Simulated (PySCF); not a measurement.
Compound: PPPSb tetrahedron, SbP3.
Cartesian coordinates in Å at the PBE0-D3(BJ)/def2-SVP level; atoms count from 1:
```
atom  x, y, z in Å
P1    -0.3812   -0.7618   -1.1139
P2    -0.7674    1.1218   -0.0140
P3    -0.3880   -0.7536    1.1016
Sb4    1.6200    0.3032   -0.0042
```

Method used: PySCF, TDDFT wB97X-D/def2-SVPD, vertical, gas phase, core orbitals frozen in the response, def2 core potentials past Kr. Spin–orbit coupling is left out.

Ground-to-excited transition dipoles (e·a0, same axes as the geometry; the sign carries no meaning), for the states with f of 0.002 or more among the lowest 8:

| state | E (eV) | μx | μy | μz |
| --- | --- | --- | --- | --- |
| S4 | 4.758 | 0.058 | -0.287 | 0.252 |
| S5 | 4.760 | 0.052 | -0.247 | -0.292 |
| S8 | 5.052 | -0.702 | -0.143 | -0.003 |

What oscillator strength does each state have?

f = (2/3) ΔE |μ|² with ΔE in hartree (27.2114 eV).

```
state  |μ|² (au)  |μ| (D)      f
   S4      0.149     0.98  0.017
   S5      0.149     0.98  0.017
   S8      0.513     1.82  0.063
```

The point group is C3v. Which irreducible representation does each state belong to?

The ground state is totally symmetric, so the direction of μ fixes the label. Polarised along the main axis, so A1: S8. Polarised across the main axis, so E: S4 and S5.

Which bond between heavy atoms lies closest to the direction of the S8 transition dipole?

P1–Sb4, P2–Sb4 and P3–Sb4, at 30° from it; next P1–P3, P1–P2 and P2–P3 at 90°.

What peak molar absorption coefficient would the strongest computed level give as a lone Gaussian band 0.5 eV wide at half height?

ε(max) = 2.175×10⁸ f / FWHM, with the width in cm⁻¹. S8: 2.175×10⁸ × 0.0634 / 4033 ≈ 3400 L mol⁻¹ cm⁻¹.

S4/S5 coincide within about 0.01 eV; within a degenerate level the directions of the single components are arbitrary.

All these states lie below the vertical ionisation energy of 9.77 eV (ΔSCF).

The run took 32 s wall (with the writing of density and orbital grids) on one thread of an Arm Neoverse V1, shared host, and the process peaked at 0.46 GiB of memory.
